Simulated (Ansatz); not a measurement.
Molecule: diindium oxide, In2O (charge 0, singlet). SMILES: [In][O][In]
Structure (B3LYP-D3(BJ)/def2-TZVP (Ansatz, a quantum-chemistry and plane-wave program) minimum search):
```
O
In 1 2.0164
In 1 2.0164 2 180.00
```

Parts of the frozen-core correlation energy in def2-QZVPP (Ansatz, hartree). Frozen orbitals: 19; correlated occupied orbitals by spin: 6 and 6; virtual: 196 and 196. No spin-orbit coupling. Past Kr the def2 sets carry scalar-relativistic core potentials.

| term | value |
|---|---|
| reference (HF) | -453.40537 |
| MP2 opposite-spin | -0.28343 |
| MP2 same-spin | -0.08919 |
| CCSD correlation | -0.37183 |
| (T) | -0.01868 |
| T1 diagnostic | 0.023 |
| largest doubles amplitude | 0.035 |
